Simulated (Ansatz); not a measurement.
**Nudged elastic band run: FGaH2OS**

The input (input.yaml):

```yaml
crystal:
  periodic: [false, false, false]
  atoms:
    - { symbol: O, position_ang: [0.239192, 1.363844, -1.27621] }
    - { symbol: S, position_ang: [-0.195229, -0.275339, -1.427648] }
    - { symbol: Ga, position_ang: [0.103286, -0.9429, 0.653435] }
    - { symbol: F, position_ang: [0.305157, 0.412088, 1.747081] }
    - { symbol: H, position_ang: [-0.54163, 1.821249, -0.926864] }
    - { symbol: H, position_ang: [0.089224, -2.378953, 1.230207] }
basis:
  gaussian: { orbitals: def2-SVP }
hamiltonian:
  xc: r2scan
neb:
  order_check: false
  images: 7
  f_tol: 0.05
  max_iterations: 60
  spring: 20.0
  final_atoms:
    - { symbol: O, position_ang: [0.93733087, 0.16889418, -0.94329468] }
    - { symbol: S, position_ang: [-0.66346807, 0.40275578, -1.46492149] }
    - { symbol: Ga, position_ang: [0.3282939, -0.62702966, 0.60844127] }
    - { symbol: F, position_ang: [0.09885153, 0.57330842, 1.86398866] }
    - { symbol: H, position_ang: [-0.91833042, 1.6216276, -0.90419799] }
    - { symbol: H, position_ang: [0.21732219, -2.13956733, 0.83998523] }
  initial_path:
    images:
      - { positions_ang: [[0.239192, 1.363844, -1.27621], [-0.195229, -0.275339, -1.427648], [0.103286, -0.9429, 0.653435], [0.305157, 0.412088, 1.747081], [-0.54163, 1.821249, -0.926864], [0.089224, -2.378953, 1.230207]] }
      - { positions_ang: [[0.31047374, 1.37055338, -1.15245882], [-0.24658023, -0.18658366, -1.39558129], [0.09506647, -0.93947571, 0.65567197], [0.357865, 0.36220332, 1.78961304], [-0.61275075, 1.77318871, -1.12432061], [0.09592578, -2.37989705, 1.2270767]] }
      - { positions_ang: [[0.38175548, 1.37726276, -1.02870764], [-0.29793146, -0.09782831, -1.36351457], [0.08684693, -0.93605143, 0.65790894], [0.410573, 0.31231864, 1.83214509], [-0.6838715, 1.72512843, -1.32177721], [0.10262755, -2.38084109, 1.2239464]] }
      - { positions_ang: [[0.45303722, 1.38397214, -0.90495646], [-0.34928269, -0.00907297, -1.33144786], [0.0786274, -0.93262714, 0.66014591], [0.463281, 0.26243396, 1.87467713], [-0.75499225, 1.67706814, -1.51923382], [0.10932933, -2.38178514, 1.2208161]] }
      - { positions_ang: [[0.52431896, 1.39068152, -0.78120528], [-0.40063393, 0.07968237, -1.29938115], [0.07040786, -0.92920285, 0.66238288], [0.515989, 0.21254929, 1.91720918], [-0.826113, 1.62900786, -1.71669043], [0.11603111, -2.38272919, 1.21768579]] }
      - { positions_ang: [[0.62757194, 1.08523469, -0.82172763], [-0.46634246, 0.16045072, -1.34076623], [0.13487937, -0.85365955, 0.64889748], [0.41170463, 0.30273907, 1.90390405], [-0.84916736, 1.62716279, -1.51356732], [0.14135388, -2.32193872, 1.12326065]] }
      - { positions_ang: [[0.73082492, 0.77978785, -0.86224998], [-0.532051, 0.24121907, -1.38215132], [0.19935088, -0.77811625, 0.63541208], [0.30742027, 0.39292885, 1.89059892], [-0.87222171, 1.62531773, -1.31044421], [0.16667665, -2.26114826, 1.02883551]] }
      - { positions_ang: [[0.8340779, 0.47434102, -0.90277233], [-0.59775953, 0.32198743, -1.4235364], [0.26382239, -0.70257295, 0.62192667], [0.2031359, 0.48311864, 1.87729379], [-0.89527607, 1.62347266, -1.1073211], [0.19199942, -2.20035779, 0.93441037]] }
      - { positions_ang: [[0.93733087, 0.16889418, -0.94329468], [-0.66346807, 0.40275578, -1.46492149], [0.3282939, -0.62702966, 0.60844127], [0.09885153, 0.57330842, 1.86398866], [-0.91833042, 1.6216276, -0.90419799], [0.21732219, -2.13956733, 0.83998523]] }
```

Run as:

```bash
$ ansatz run input.yaml --threads 2 --pin off --max-ram 3072MiB --backend cpu --events-out ev --progress --plain --runs-dir out
```

Output, in part (warnings, iteration lines, the closing report on the highest movable image, with atoms numbered from 0):

```
NEB end point (image 0): max|allowed force component| = 1.741e-2 eV/Å (the criterion of neb.relax_end_points is 1.000e-2)
NEB end point (image 8): max|allowed force component| = 1.520e-2 eV/Å (the criterion of neb.relax_end_points is 1.000e-2)
NEB iter   1: max|band force component| = 8.761e0 eV/Å  barrier→ = 4.2402 eV  barrier← = 4.0650 eV  Δτ_max = 0.1957 Å  (297 SCF iters)
NEB iter   2: max|band force component| = 3.556e0 eV/Å  barrier→ = 3.8694 eV  barrier← = 3.6942 eV  Δτ_max = 0.2000 Å  (239 SCF iters)
NEB iter   3: max|band force component| = 3.881e0 eV/Å  barrier→ = 3.4542 eV  barrier← = 3.2790 eV  Δτ_max = 0.0972 Å  (239 SCF iters)
NEB iter   4: max|band force component| = 9.589e-1 eV/Å  barrier→ = 3.3176 eV  barrier← = 3.1424 eV  Δτ_max = 0.2000 Å  (211 SCF iters)
NEB iter   5: max|band force component| = 9.720e-1 eV/Å  barrier→ = 2.9739 eV  barrier← = 2.7987 eV  Δτ_max = 0.1004 Å  (227 SCF iters)
NEB iter   6: max|band force component| = 8.478e-1 eV/Å  barrier→ = 2.9713 eV  barrier← = 2.7960 eV  Δτ_max = 0.1015 Å  (212 SCF iters)
NEB iter   7: max|band force component| = 1.618e0 eV/Å  barrier→ = 2.7734 eV  barrier← = 2.5982 eV  Δτ_max = 0.0501 Å  (219 SCF iters)
NEB iter   8: max|band force component| = 1.648e0 eV/Å  barrier→ = 2.7250 eV  barrier← = 2.5498 eV  Δτ_max = 0.1001 Å  (208 SCF iters)
NEB iter   9: max|band force component| = 1.617e0 eV/Å  barrier→ = 2.5746 eV  barrier← = 2.3994 eV  Δτ_max = 0.2000 Å  (213 SCF iters)
NEB iter  10: max|band force component| = 2.833e0 eV/Å  barrier→ = 1.9225 eV  barrier← = 1.7473 eV  Δτ_max = 0.1006 Å  (230 SCF iters)
NEB iter  11: max|band force component| = 2.136e0 eV/Å  barrier→ = 1.9197 eV  barrier← = 1.7445 eV  Δτ_max = 0.1008 Å  (215 SCF iters)
NEB iter  12: max|band force component| = 2.238e0 eV/Å  barrier→ = 1.8215 eV  barrier← = 1.6463 eV  Δτ_max = 0.1011 Å  (212 SCF iters)
NEB iter  13: max|band force component| = 2.123e0 eV/Å  barrier→ = 1.5579 eV  barrier← = 1.3827 eV  Δτ_max = 0.2000 Å  (215 SCF iters)
NEB iter  14: max|band force component| = 3.093e0 eV/Å  barrier→ = 1.6421 eV  barrier← = 1.4669 eV  Δτ_max = 0.1001 Å  (221 SCF iters)
NEB iter  15: max|band force component| = 9.649e-1 eV/Å  barrier→ = 1.6563 eV  barrier← = 1.4811 eV  Δτ_max = 0.1986 Å  (211 SCF iters)
NEB iter  16: max|band force component| = 1.568e0 eV/Å  barrier→ = 1.6805 eV  barrier← = 1.5053 eV  Δτ_max = 0.0993 Å  (232 SCF iters)
NEB iter  17: max|band force component| = 2.496e-1 eV/Å  barrier→ = 1.6753 eV  barrier← = 1.5000 eV  CI = image 6  Δτ_max = 0.1212 Å  (207 SCF iters)
NEB iter  18: max|band force component| = 2.210e-1 eV/Å  barrier→ = 1.6735 eV  barrier← = 1.4982 eV  CI = image 6  Δτ_max = 0.2000 Å  (208 SCF iters)
NEB iter  19: max|band force component| = 6.769e-1 eV/Å  barrier→ = 1.6733 eV  barrier← = 1.4981 eV  CI = image 6  Δτ_max = 0.0996 Å  (222 SCF iters)
NEB iter  20: max|band force component| = 7.149e-2 eV/Å  barrier→ = 1.6733 eV  barrier← = 1.4980 eV  CI = image 6  Δτ_max = 0.0199 Å  (210 SCF iters)
NEB iter  21: max|band force component| = 3.588e-2 eV/Å  barrier→ = 1.6732 eV  barrier← = 1.4980 eV  CI = image 6  Δτ_max = 0.0000 Å  (387 SCF iters)
Total energy: -67992.11557250 eV, -2498.6641605781 hartree
Atom 0 at     0.785686     0.452191    -0.928061 Å, force    -0.004378    -0.000595    -0.001420 eV/Å
Atom 1 at    -1.055002     0.215376    -1.349130 Å, force     0.003503     0.000812     0.000307 eV/Å
Atom 2 at     0.168675    -0.535511     0.583091 Å, force     0.001128    -0.004986     0.001868 eV/Å
Atom 3 at    -0.089193     0.554499     1.926990 Å, force    -0.000717     0.002169    -0.000576 eV/Å
Atom 4 at    -0.259641     1.353563    -0.915813 Å, force     0.000539     0.000211     0.001090 eV/Å
Atom 5 at     0.449475    -2.040130     0.682925 Å, force    -0.000075     0.002390    -0.001268 eV/Å
Dipole moment:    -0.129194    -0.194424    -0.160223 e Å
```

The run converged. The profile has 2 maxima (images 3, 6) with wells between them (image 4): this band takes more than one step, which may be the mechanism or a detour left from its start path. Neighbouring images differ by up to 1.3 eV, so the band resolves the path poorly. Another band between the same ends (7 images) ends at a top of the same energy, where a vibrational analysis finds 1 clearly imaginary mode. The orbitals stay closed-shell, which can raise the energy where a bond breaks towards radicals; this wasn't checked here.

Final band (atoms are numbered from 1 in the order of the input):

```tsv
image	path coordinate (Å)	energy (eV)	O1–H5 (Å)	O1–Ga3 (Å)	S2–H5 (Å)
0	0.00	0.00	0.97	3.01	2.18
1	0.57	0.01	0.97	2.95	2.19
2	1.13	0.09	0.97	2.78	2.20
3	1.70	0.12	0.97	2.43	2.23
4	2.27	0.06	0.98	2.13	2.29
5	2.83	0.36	0.98	2.04	2.00
6	3.40	1.67	1.38	1.91	1.45
7	3.92	0.69	1.96	1.85	1.34
8	4.44	0.18	2.36	1.85	1.37
```

Time of the run: 7.1 min on 2 threads of Arm Neoverse V1, on a shared host, peak memory 0.15 GiB.
